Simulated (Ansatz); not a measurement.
`CC(C)[O][GaH][F]` and `CC(C)[O][Ge][OH]` differ in one atom or group.

Ansatz, PBE0-D4/def2-TZVP geometries, multiplicity 1. Each molecule was computed in one conformer, which needn't be the lowest.

Scalar relativity is left out up to krypton.

| property | `CC(C)[O][GaH][F]` |
| --- | --- |
| HOMO energy (PBE/def2-TZVPP) / eV | -6.66 |
| size of the dipole moment (PBE/def2-TZVPP) / D | 0.99 |
| size of the dipole moment (ωB97M-V/def2-TZVPP) / D | 0.95 |
| LUMO energy (PBE/def2-TZVPP) / eV | -1.63 |
| HOMO–LUMO gap (PBE/def2-TZVPP) / eV | 5.03 |
| HOMO energy (B3LYP/def2-TZVPP) / eV | -7.91 |

What does the change do to each property? (Estimate.)

Ansatz gave: 
| property | `CC(C)[O][Ge][OH]` | shift |
| --- | --- | --- |
| HOMO energy (PBE/def2-TZVPP) / eV | -5.99 | 0.67 |
| size of the dipole moment (PBE/def2-TZVPP) / D | 2.29 | 1.30 |
| size of the dipole moment (ωB97M-V/def2-TZVPP) / D | 2.31 | 1.36 |
| LUMO energy (PBE/def2-TZVPP) / eV | -2.21 | -0.58 |
| HOMO–LUMO gap (PBE/def2-TZVPP) / eV | 3.78 | -1.25 |
| HOMO energy (B3LYP/def2-TZVPP) / eV | -7.04 | 0.87 |

With PBE0 the HOMO rises by 0.93 eV and the LUMO falls by 0.63 eV, so the gap narrows by about 1.56 eV. PBE moves the HOMO by 0.67 eV and ωB97M-V by 1.09 eV. Dipoles are sizes alone; their direction can turn.

B3LYP here is the variant with VWN-RPA as its local correlation; programs differ in this.
